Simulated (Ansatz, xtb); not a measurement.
Molecule: sum formula SiH2Cl, net charge 0, doublet state. It need not be the lowest isomer of its formula. 
Geometry from a B3LYP-D3(BJ)/def2-TZVP (Ansatz, a program for electronic structure) optimisation:
SMILES: [SiH2]Cl
```xyz
4

Si     0.8482    -0.5964     0.0451
Cl    -0.7918     0.6599    -0.0481
H      0.7777    -1.3629     1.3143
H      0.8078    -1.5048    -1.1282
```
Charge 0, spin multiplicity 2.

Harmonic wavenumbers from GFN2-xTB (xtb, at its own minimum), cm⁻¹: 503, 510, 566, 723, 2336, 2339.

Problem. Give the harmonic wavenumbers at B3LYP-D3(BJ)/def2-TZVP (Ansatz, finite differences of forces, unscaled).

Solution. 531, 648, 729, 923, 2178, 2219 cm⁻¹. Zero-point energy 10.3 kcal/mol.

Problem. From these and the geometry, give the ideal-gas thermochemistry at 298.15 K and 1 atm (rigid rotor, harmonic oscillator).

Solution. Point group Cs, rotational symmetry number 1. Rotational constants 129.5, 6.913, 6.717 GHz. S(trans) 38.46, S(rot) 21.51, S(vib) 1.36, S(elec, spin only) 1.38, S 62.7 cal/(mol K). H(298) - H(0) 2.68 kcal/mol; G - E(el) -5.7 kcal/mol.
